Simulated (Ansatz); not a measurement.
SiAsH$_{7}$O, closed shell: a saddle search.

Input (in.yaml):

```yaml
crystal:
  periodic: [false, false, false]
  atoms:
    - {symbol: Si, position_ang: [-0.371500, 0.693300, -0.826400]}
    - {symbol: O, position_ang: [-0.313300, 0.585100, 1.036100]}
    - {symbol: H, position_ang: [-0.770300, 0.066400, -2.111900]}
    - {symbol: H, position_ang: [-1.564800, 1.554500, -0.635500]}
    - {symbol: H, position_ang: [0.784800, 1.558200, -1.069800]}
    - {symbol: H, position_ang: [0.399400, -0.328900, 0.959000]}
    - {symbol: As, position_ang: [0.930100, -1.561800, -0.354700]}
    - {symbol: H, position_ang: [-0.489100, 1.265800, 1.715800]}
    - {symbol: H, position_ang: [1.627300, -1.541100, 1.014100]}
    - {symbol: H, position_ang: [-0.232700, -2.291600, 0.273300]}
basis:
  gaussian: {orbitals: def2-SVP}
hamiltonian: {xc: pbe0, dispersion: d4}
saddle:
  max_steps: 30
```

Command:

```bash
ansatz run in.yaml --threads 4 --pin off --events-out ev --progress --plain --max-ram 9574MiB
```

Output of Ansatz 0.2.0:

```
Functional definition: PBE0
  name "PBE0"
  cite "Adamo & Barone, J. Chem. Phys. 110, 6158 (1999) doi:10.1063/1.478522"
  cite "Perdew, Burke & Ernzerhof, Phys. Rev. Lett. 77, 3865 (1996) doi:10.1103/PhysRevLett.77.3865"
  parent pbe
  parameter a = 0.25
  parameter kappa = 0.804
  parameter beta = 0.06672455060314922
  exchange = (1 - a)*pbe_x(kappa = kappa, mu = beta*pi^2/3) + a*exact_x
  correlation = pbe_c(beta = beta)
1032 factors; integrals over basis functions are off by at most 4.5e-4 eV
mean field evaluation 1: about -70850.7817 eV, gradient 3.8e1 eV
mean field evaluation 2: about -70847.2093 eV, gradient 5.9e1 eV
mean field evaluation 4: about -70853.3568 eV, gradient 1.3e0 eV
mean field evaluation 8: about -70853.3689 eV, gradient 1.5e-2 eV
mean field -70853.36892230 eV, -2603.8132817562 hartree, gradient 5.7e-5 eV, S^2 0.000000; 0 other end points of the search recorded, 0 dependent functions left out
the calculation of the forces begins
reference -70853.36894769 eV, -2603.8132826891 hartree; 31, 31 occupied and 68, 68 virtual orbitals, 1032 factors
saddle search: the rotation starts from a random direction (saddle.seed = 0)
these checks for a lower state are left out or cut short: stability, starts, cluster_reference, orbital_swaps, neighbouring_geometries, increment
1032 factors; integrals over basis functions are off by at most 4.5e-4 eV
mean field evaluation 16: about -70853.3614 eV, gradient 4.2e-1 eV
mean field -70853.36181193 eV, -2603.8130204547 hartree, gradient 1.8e-6 eV, S^2 0.000000; 0 other end points of the search recorded, 0 dependent functions left out
the calculation of the forces begins
reference -70853.36183733 eV, -2603.8130213883 hartree; 31, 31 occupied and 68, 68 virtual orbitals, 1032 factors
these checks for a lower state are left out or cut short: stability, starts, cluster_reference, orbital_swaps, neighbouring_geometries, increment
1032 factors; integrals over basis functions are off by at most 4.5e-4 eV
mean field -70853.35744987 eV, -2603.8128601521 hartree, gradient 2.9e-6 eV, S^2 0.000000; 0 other end points of the search recorded, 0 dependent functions left out
the calculation of the forces begins
reference -70853.35747520 eV, -2603.8128610828 hartree; 31, 31 occupied and 68, 68 virtual orbitals, 1032 factors
these checks for a lower state are left out or cut short: stability, starts, cluster_reference, orbital_swaps, neighbouring_geometries, increment
1032 factors; integrals over basis functions are off by at most 4.5e-4 eV
mean field evaluation 32: about -70853.3608 eV, gradient 1.1e-6 eV
mean field -70853.36082632 eV, -2603.8129842343 hartree, gradient 1.1e-6 eV, S^2 0.000000; 0 other end points of the search recorded, 0 dependent functions left out
the calculation of the forces begins
[...]
these checks for a lower state are left out or cut short: stability, starts, cluster_reference, orbital_swaps, neighbouring_geometries, increment
1032 factors; integrals over basis functions are off by at most 4.5e-4 eV
mean field -70853.35557315 eV, -2603.8127911841 hartree, gradient 2.9e-6 eV, S^2 0.000000; 0 other end points of the search recorded, 0 dependent functions left out
the calculation of the forces begins
reference -70853.35559853 eV, -2603.8127921168 hartree; 31, 31 occupied and 68, 68 virtual orbitals, 1032 factors
saddle step   1: F+E_penalty+E_count = -70853.53952304 eV  max|allowed force component| = 1.559e0 eV/Å  curvature = -6.3069 eV/Å²  mode residual = 9.52e-2 eV/Å²  Δτ_max = 0.0000 Å  (14 rotations, 17 force calls, 265 SCF iters)  cluster: 3 rotations left out, max|force component along them| = 1.742e-7 eV/Å
saddle step   2: F+E_penalty+E_count = -70853.62908740 eV  max|allowed force component| = 7.840e-1 eV/Å  curvature = -6.5199 eV/Å²  mode residual = 2.04e0 eV/Å²  Δτ_max = 0.2000 Å  (1 rotations, 3 force calls, 62 SCF iters)  cluster: 3 rotations left out, max|force component along them| = 5.633e-8 eV/Å
saddle step   3: F+E_penalty+E_count = -70853.73186708 eV  max|allowed force component| = 5.155e-1 eV/Å  curvature = -6.7530 eV/Å²  mode residual = 1.54e0 eV/Å²  Δτ_max = 0.0591 Å  (1 rotations, 3 force calls, 60 SCF iters)  cluster: 3 rotations left out, max|force component along them| = 2.126e-7 eV/Å
saddle step   4: F+E_penalty+E_count = -70853.84187273 eV  max|allowed force component| = 5.812e-1 eV/Å  curvature = -6.6993 eV/Å²  mode residual = 1.96e0 eV/Å²  Δτ_max = 0.1440 Å  (1 rotations, 3 force calls, 61 SCF iters)  cluster: 3 rotations left out, max|force component along them| = 4.963e-8 eV/Å
saddle step   5: F+E_penalty+E_count = -70853.88289777 eV  max|allowed force component| = 6.176e-1 eV/Å  curvature = -5.3814 eV/Å²  mode residual = 2.47e0 eV/Å²  Δτ_max = 0.0869 Å  (1 rotations, 3 force calls, 57 SCF iters)  cluster: 3 rotations left out, max|force component along them| = 2.527e-7 eV/Å
saddle step   6: F+E_penalty+E_count = -70853.90069741 eV  max|allowed force component| = 1.943e-1 eV/Å  curvature = -4.3087 eV/Å²  mode residual = 2.33e0 eV/Å²  Δτ_max = 0.0537 Å  (1 rotations, 3 force calls, 52 SCF iters)  cluster: 3 rotations left out, max|force component along them| = 2.913e-7 eV/Å
saddle step   7: F+E_penalty+E_count = -70853.91158401 eV  max|allowed force component| = 2.646e-1 eV/Å  curvature = -2.4686 eV/Å²  mode residual = 3.20e0 eV/Å²  Δτ_max = 0.1010 Å  (1 rotations, 3 force calls, 54 SCF iters)  cluster: 3 rotations left out, max|force component along them| = 6.304e-7 eV/Å
saddle step   8: F+E_penalty+E_count = -70853.91519688 eV  max|allowed force component| = 1.878e-1 eV/Å  curvature = -2.2864 eV/Å²  mode residual = 2.76e0 eV/Å²  Δτ_max = 0.0598 Å  (1 rotations, 3 force calls, 54 SCF iters)  cluster: 3 rotations left out, max|force component along them| = 4.423e-7 eV/Å
saddle step   9: F+E_penalty+E_count = -70853.91927519 eV  max|allowed force component| = 1.124e-1 eV/Å  curvature = -2.1335 eV/Å²  mode residual = 2.02e0 eV/Å²  Δτ_max = 0.0361 Å  (1 rotations, 3 force calls, 59 SCF iters)  cluster: 3 rotations left out, max|force component along them| = 1.940e-7 eV/Å
saddle step  10: F+E_penalty+E_count = -70853.92105169 eV  max|allowed force component| = 4.651e-2 eV/Å  curvature = -2.2977 eV/Å²  mode residual = 1.86e0 eV/Å²  Δτ_max = 0.0131 Å  (1 rotations, 5 force calls, 89 SCF iters)  cluster: 3 rotations left out, max|force component along them| = 6.608e-8 eV/Å
saddle step  11: F+E_penalty+E_count = -70853.92203719 eV  max|allowed force component| = 2.701e-2 eV/Å  curvature = -2.8524 eV/Å²  mode residual = 1.46e0 eV/Å²  Δτ_max = 0.0346 Å  (1 rotations, 3 force calls, 60 SCF iters)  cluster: 3 rotations left out, max|force component along them| = 6.012e-8 eV/Å
saddle step  12: F+E_penalty+E_count = -70853.92260947 eV  max|allowed force component| = 2.767e-2 eV/Å  curvature = -2.8666 eV/Å²  mode residual = 1.01e0 eV/Å²  Δτ_max = 0.0150 Å  (1 rotations, 3 force calls, 59 SCF iters)  cluster: 3 rotations left out, max|force component along them| = 6.255e-8 eV/Å
saddle step  13: F+E_penalty+E_count = -70853.92429319 eV  max|allowed force component| = 5.559e-2 eV/Å  curvature = -2.8759 eV/Å²  mode residual = 1.29e0 eV/Å²  Δτ_max = 0.0523 Å  (1 rotations, 3 force calls, 53 SCF iters)  cluster: 3 rotations left out, max|force component along them| = 1.400e-8 eV/Å
saddle step  14: F+E_penalty+E_count = -70853.92497386 eV  max|allowed force component| = 2.973e-1 eV/Å  curvature = -3.0542 eV/Å²  mode residual = 1.45e0 eV/Å²  Δτ_max = 0.1645 Å  (1 rotations, 3 force calls, 61 SCF iters)  cluster: 3 rotations left out, max|force component along them| = 4.457e-8 eV/Å
saddle step  15: F+E_penalty+E_count = -70853.92860889 eV  max|allowed force component| = 7.085e-2 eV/Å  curvature = -2.9893 eV/Å²  mode residual = 9.08e-1 eV/Å²  Δτ_max = 0.0428 Å  (1 rotations, 3 force calls, 59 SCF iters)  cluster: 3 rotations left out, max|force component along them| = 2.402e-7 eV/Å
saddle step  16: F+E_penalty+E_count = -70853.93025382 eV  max|allowed force component| = 6.264e-2 eV/Å  curvature = -2.8300 eV/Å²  mode residual = 1.36e0 eV/Å²  Δτ_max = 0.0523 Å  (1 rotations, 3 force calls, 52 SCF iters)  cluster: 3 rotations left out, max|force component along them| = 1.025e-7 eV/Å
saddle step  17: F+E_penalty+E_count = -70853.92771421 eV  max|allowed force component| = 3.330e-1 eV/Å  curvature = -2.6587 eV/Å²  mode residual = 1.02e0 eV/Å²  Δτ_max = 0.1355 Å  (1 rotations, 3 force calls, 58 SCF iters)  cluster: 3 rotations left out, max|force component along them| = 1.205e-6 eV/Å
saddle step  18: F+E_penalty+E_count = -70853.93180039 eV  max|allowed force component| = 1.733e-1 eV/Å  curvature = -2.6177 eV/Å²  mode residual = 1.25e0 eV/Å²  Δτ_max = 0.0109 Å  (1 rotations, 3 force calls, 54 SCF iters)  cluster: 3 rotations left out, max|force component along them| = 5.458e-8 eV/Å
saddle step  19: F+E_penalty+E_count = -70853.93312694 eV  max|allowed force component| = 4.487e-2 eV/Å  curvature = -2.6150 eV/Å²  mode residual = 8.72e-1 eV/Å²  Δτ_max = 0.0129 Å  (1 rotations, 6 force calls, 101 SCF iters)  cluster: 3 rotations left out, max|force component along them| = 6.417e-8 eV/Å
saddle step  20: F+E_penalty+E_count = -70853.93346622 eV  max|allowed force component| = 9.566e-3 eV/Å  curvature = -2.7796 eV/Å²  mode residual = 7.99e-1 eV/Å²  Δτ_max = 0.0170 Å  (1 rotations, 6 force calls, 99 SCF iters)  cluster: 3 rotations left out, max|force component along them| = 7.956e-8 eV/Å
saddle step  21: F+E_penalty+E_count = -70853.93374175 eV  max|allowed force component| = 9.923e-3 eV/Å  curvature = -2.7795 eV/Å²  mode residual = 1.01e0 eV/Å²  Δτ_max = 0.0249 Å  (1 rotations, 7 force calls, 106 SCF iters)  cluster: 3 rotations left out, max|force component along them| = 7.381e-8 eV/Å
saddle step  22: F+E_penalty+E_count = -70853.93394574 eV  max|allowed force component| = 1.311e-2 eV/Å  curvature = -2.8010 eV/Å²  mode residual = 6.87e-1 eV/Å²  Δτ_max = 0.0211 Å  (1 rotations, 8 force calls, 126 SCF iters)  cluster: 3 rotations left out, max|force component along them| = 1.207e-7 eV/Å
saddle step  23: F+E_penalty+E_count = -70853.93414308 eV  max|allowed force component| = 2.120e-2 eV/Å  curvature = -2.8059 eV/Å²  mode residual = 1.03e0 eV/Å²  Δτ_max = 0.0342 Å  (1 rotations, 12 force calls, 182 SCF iters)  cluster: 3 rotations left out, max|force component along them| = 1.204e-7 eV/Å
saddle search: the force at step 24 is within saddle.f_tol, and the search now checks the order of the point unasked, as it does wherever a lone molecule whose rigid rotations it leaves out would converge (saddle.isolated_cluster): at most 100 rotations across the mode and 202 force calls, two more next to a line or behind a second negative curvature, two more where it reads a positive, two for each turn that reads one and six more at each negative that it reads, and up to 22 at one that stands (24 where saddle.amplitude is under 0.005 Å), over each length that the point is read over (saddle.order_check: false declines the check)
saddle search: the rotation starts from a random direction (saddle.seed = 0)
saddle step  24: F+E_penalty+E_count = -70853.93420189 eV  max|allowed force component| = 5.541e-3 eV/Å  curvature = -2.7287 eV/Å² (error put at 0.0015; -2.7298 at half of saddle.amplitude)  mode residual = 5.92e-1 eV/Å²  Δτ_max = 0.0187 Å  (1 rotations, 41 force calls, 568 SCF iters)  order check (unasked): unresolved, curvature across the mode = +0.0461 eV/Å² (31 force calls)  cluster: 3 rotations left out, max|force component along them| = 1.081e-7 eV/Å
saddle search: converged; its order check could not tell the order of the point: after 27 rotations it read +0.046 eV/Å² across the mode with a residual of 9.97e-2 eV/Å², and holds the second-lowest curvature to +0.055 eV/Å² at the most. That shows no second curvature under the negative of saddle.curvature_tol, and does not show that there is none
Total energy: -70853.93422721 eV, -2603.8340563284 hartree
Atom 0 at    -0.376228     0.866751    -0.811448 Å, force    -0.001137     0.001420    -0.000110 eV/Å
Atom 1 at    -0.782229     0.422637     0.936370 Å, force     0.003352    -0.003654    -0.002153 eV/Å
Atom 2 at    -1.158751     0.127398    -1.830131 Å, force     0.000001     0.000236     0.000171 eV/Å
Atom 3 at    -1.082174     2.189727    -0.635648 Å, force    -0.000383     0.000099     0.000066 eV/Å
Atom 4 at     1.020511     1.246067    -1.154044 Å, force     0.000425    -0.001108     0.000035 eV/Å
Atom 5 at    -0.132183    -0.429599     0.937211 Å, force    -0.002698     0.003145    -0.000151 eV/Å
Atom 6 at     0.956473    -1.631018    -0.359038 Å, force     0.000262    -0.001591     0.005542 eV/Å
Atom 7 at    -0.685177     1.087612     1.642798 Å, force    -0.000300     0.000153     0.001245 eV/Å
Atom 8 at     2.021925    -1.298965     0.687283 Å, force    -0.001746    -0.001106    -0.002296 eV/Å
Atom 9 at     0.217734    -2.580709     0.586645 Å, force     0.002224     0.002405    -0.002349 eV/Å
Dipole moment:    -0.290464     0.615835     0.541964 e Å

[the SCF lines of later steps are left out]
```

The lines “mean field evaluation” count trial sets of orbitals through the whole run, from several starts and some on an approximate energy, so they need not fall steadily or lie above the final value.

Hardware: 4 CPU threads of an Arm Neoverse V2, shared host. Wall time about 2.1 min.


The run ended normally. No guess of the unstable mode was given, so the search starts along a random direction and may reach another saddle than the intended one.